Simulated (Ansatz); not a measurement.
A run for Ansatz (a program for electronic structure): R-B97M-V/def2-TZVPP on HfO2 (SMILES [O]=[Hf]=[O]), 2S+1 = 1, a spin state set in the input, which need not be the lowest. Elements past Kr take the def2 small-core potentials; no spin–orbit coupling.

Ansatz 0.2 input:
```yaml
crystal:
  periodic: [false, false, false]
  atoms:
    - {symbol: Hf, position_ang: [0.41205463, -0.34289504, 0.40855520]}
    - {symbol: O, position_ang: [0.87393269, 0.37433985, -1.16463339]}
    - {symbol: O, position_ang: [-1.31915603, 0.01592679, 0.68575856]}
basis:
  gaussian:
    orbitals: def2-TZVPP
hamiltonian:
  xc: {name: B97M-V}
```

**Question.** Give the final energy of this run.

**Answer.** -198.5124 hartree.

**Question.** How many basis functions does it have, and what does it roughly cost on one machine?

**Answer.** 118 functions; around 6 core-seconds (rough).
